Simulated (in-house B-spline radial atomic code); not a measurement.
Whole-atom quantities along the 31-electron series, configuration 1s2 2s2 2p6 3s2 3p6 3d10 4s2 4p1/2(1). Breit and QED terms are first order and not part of the total energy; the density at the nucleus is averaged over the nuclear charge. Computed with a B-spline radial code for spherical atoms: Dirac-Hartree-Fock, jj configuration that fills j = l - 1/2 first, finite nuclei.

```csv
ion,Z,E/Z² (Eh),Σ<r²> (bohr²),n(0)/Z³ (bohr⁻³),Lamb diamagnetic shielding (ppm),repulsion over attraction,Breit energy (eV),self-energy (eV),vacuum polarisation (eV)
Sn19+,50,-2.4113,4.0522,1.47,4976.22,0.11651,117.77,90.979,-11.613
Sb20+,51,-2.4269,3.8085,1.512,5102.7,0.11449,125.91,97.592,-12.646
Te21+,52,-2.442,3.5862,1.5539,5229.98,0.11252,134.43,104.56,-13.751
I22+,53,-2.4569,3.3829,1.6007,5358.12,0.11061,143.35,111.89,-14.936
Xe23+,54,-2.4715,3.1964,1.6479,5487.12,0.10875,152.68,119.6,-16.202
Cs24+,55,-2.4859,3.0248,1.6983,5617.04,0.10694,162.42,127.71,-17.556
Ba25+,56,-2.5,2.8665,1.75,5747.89,0.10517,172.58,136.23,-19.003
La26+,57,-2.5138,2.7202,1.8052,5879.73,0.10345,183.18,145.18,-20.547
Ce27+,58,-2.5275,2.5847,1.8625,6012.58,0.10177,194.23,154.56,-22.195
Pr28+,59,-2.5409,2.4589,1.9232,6146.47,0.10013,205.74,164.41,-23.953
Nd29+,60,-2.5542,2.3418,1.9862,6281.45,0.098539,217.72,174.74,-25.827
Pm30+,61,-2.5672,2.2328,2.0494,6417.55,0.096984,230.18,185.57,-27.822
Sm31+,62,-2.5801,2.131,2.1084,6554.79,0.095467,243.13,196.9,-29.943
Eu32+,63,-2.5929,2.0358,2.179,6693.27,0.093985,256.59,208.78,-32.205
Gd33+,64,-2.6055,1.9466,2.2512,6832.99,0.092539,270.57,221.21,-34.612
Tb34+,65,-2.618,1.863,2.3437,6974.08,0.091126,285.09,234.22,-37.183
Dy35+,66,-2.6304,1.7845,2.4088,7116.39,0.089746,300.15,247.83,-39.896
Ho36+,67,-2.6426,1.7106,2.5002,7260.19,0.088397,315.77,262.07,-42.798
Er37+,68,-2.6548,1.641,2.5867,7405.4,0.087078,331.96,276.95,-45.875
Tm38+,69,-2.6669,1.5754,2.6887,7552.16,0.085788,348.74,292.51,-49.155
Yb39+,70,-2.6789,1.5135,2.7783,7700.4,0.084526,366.11,308.78,-52.626
Lu40+,71,-2.6909,1.4549,2.8761,7850.26,0.083291,384.1,325.77,-56.315
```

With what power of Z does the column «vacuum polarisation (eV)» change over this range?

A fit of the logarithm of its size against log Z from Z = 50 to 71 has slope 4.50.
